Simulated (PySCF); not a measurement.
# Computed spin Hamiltonian

C7H15 (doublet state).
Atom-mapped SMILES: `[CH2:1][CH2:2][C@@H:3]([CH3:4])[CH:5]([CH3:6])[CH3:7]` (hydrogens: H8, H9 on C1; H10, H11 on C2; H12 on C3; H13, H14, H15 on C4; H16 on C5; H17, H18, H19 on C6; H20, H21, H22 on C7)

Structure used (GFN2-xTB), in Å, numbered top down from 1:
```xyz
22
C7H15 angstrom
C     -2.2652   -1.3991   -0.4916
C     -0.9597   -1.0657    0.0951
C     -0.4294    0.3047   -0.3987
C     -1.3038    1.4197    0.1712
C      1.0611    0.5325   -0.0820
C      1.9620   -0.3130   -0.9820
C      1.4155    0.2867    1.3832
H     -2.3631   -1.4986   -1.5562
H     -3.1491   -1.4790    0.1091
H     -1.0260   -1.0562    1.1829
H     -0.2221   -1.8217   -0.2013
H     -0.5340    0.3221   -1.4895
H     -0.9699    2.3921   -0.1852
H     -2.3365    1.2737   -0.1380
H     -1.2737    1.4238    1.2582
H      1.2673    1.5871   -0.3049
H      1.8393   -1.3736   -0.7736
H      3.0059   -0.0572   -0.8138
H      1.7324   -0.1407   -2.0315
H      1.3136   -0.7657    1.6363
H      0.7779    0.8681    2.0439
H      2.4471    0.5795    1.5677
```

The hyperfine couplings belong to this conformer and change with its torsions.

Method used: UKS B3LYP, pcH-1 on C H, non-relativistic, mean-field spin-orbit, GIAO in PySCF. Isolated species at its GFN2-xTB geometry (one conformer only). A GFN2-xTB geometry isn't a minimum of the functional, and hyperfine couplings can be far from their values at a DFT geometry. Stability of the SCF solution: not tested.

| Item | Value |
| --- | --- |
| g1, g2, g3 | 2.00215, 2.00277, 2.00299 |
| g_iso | 2.00264 |
| Form of g | rhombic: the two nearest values differ by 27 % of g3 − g1 |
| ⟨S²⟩ | 0.7537 (exact 0.7500) |
| α and β electrons | 29, 28 |
| HOMO–LUMO gap, α and β orbitals | 6.66, 7.00 eV |
| Total energy | -275.75293 Eh |
| Basis functions | 325 |

Isotropic coupling and dipolar principal values T1 to T3, in MHz:

| atom | isotope | a_iso | T1 | T2 | T3 | Mulliken spin population |
| --- | --- | --- | --- | --- | --- | --- |
| C1 | 13C | 89.2 | -81.2 | -80.4 | 161.6 | 1.08 |
| C2 | 13C | -33.0 | -2.5 | 0.8 | 1.7 | -0.09 |
| C3 | 13C | 59.9 | -5.9 | -5.4 | 11.4 | 0.05 |
| C4 | 13C | 0.1 | -1.7 | -0.1 | 1.8 | 0.01 |
| C5 | 13C | 0.3 | -1.0 | -0.9 | 1.9 | 0.00 |
| C6 | 13C | 0.1 | -0.4 | -0.1 | 0.5 | 0.00 |
| C7 | 13C | -0.3 | -0.3 | -0.1 | 0.4 | 0.00 |
| H8 | 1H | -62.6 | -39.0 | -0.2 | 39.2 | -0.05 |
| H9 | 1H | -64.5 | -39.7 | 0.4 | 39.3 | -0.05 |
| H10 | 1H | 3.3 | -5.1 | -4.0 | 9.1 | 0.00 |
| H11 | 1H | 109.0 | -5.7 | -3.8 | 9.5 | 0.04 |
| H12 | 1H | -3.2 | -5.2 | -2.2 | 7.4 | 0.00 |
| H13 | 1H | -1.1 | -1.8 | -1.0 | 2.9 | 0.00 |
| H14 | 1H | 0.6 | -5.8 | -3.1 | 8.9 | 0.00 |
| H15 | 1H | 0.9 | -2.0 | -1.5 | 3.4 | 0.00 |
| H16 | 1H | 7.2 | -1.3 | -0.5 | 1.8 | 0.00 |
| H17 | 1H | 1.4 | -1.6 | -0.9 | 2.4 | 0.00 |
| H18 | 1H | 1.2 | -0.6 | -0.5 | 1.1 | 0.00 |
| H19 | 1H | -0.1 | -0.9 | -0.8 | 1.7 | 0.00 |
| H20 | 1H | 0.5 | -1.2 | -0.9 | 2.1 | 0.00 |
| H21 | 1H | 0.0 | -0.9 | -0.8 | 1.7 | 0.00 |
| H22 | 1H | 0.6 | -0.6 | -0.5 | 1.1 | 0.00 |

The largest Mulliken spin populations are on C1 (+1.08) and C2 (-0.09). C1 is the only atom above +0.15. The positive populations add up to 1.19 and the negative ones to -0.19, together 2S = 1. The angles at C1 add up to 359.9°, so it is planar; its axial dipolar tensor and the negative couplings of its protons fit spin in a p orbital normal to that plane.

Axes: g3 points within 15° of the C1–H8 bond.

Under fast tumbling the dipolar parts average out, and these isotropic splittings remain: 1 × 1H (H11, I = 1/2, 2 lines) with 3.89 mT, 2 × 1H (H8/H9, I = 1/2, 3 lines) with 2.27 mT, 1 × 1H (H16, I = 1/2, 2 lines) with 0.26 mT, 1 × 1H (H10, I = 1/2, 2 lines) with 0.12 mT and 1 × 1H (H12, I = 1/2, 2 lines) with 0.12 mT.

Nuclei that the bonding pattern makes equivalent are averaged, as if the motion that swaps them (rotation, inversion, ring flip) were fast.

The 13C coupling of C1 (89.2 MHz) shows only in satellite lines or after enrichment, since that isotope makes up about 1.07 % of natural carbon.

The spin density at the nucleus, in bohr⁻³, is negative for C2 (-0.0293) and H8/H9 (-0.0142), for instance. A restricted open-shell determinant has no negative spin density anywhere; here it arises because α and β orbitals differ (spin polarisation).

Time: 54 s of wall time (grids of density and orbitals included); peak memory 1.1 GiB. Hardware: one thread of an AMD EPYC 9R45, no GPU, shared host with 96 logical CPUs at a one-minute load of 75.
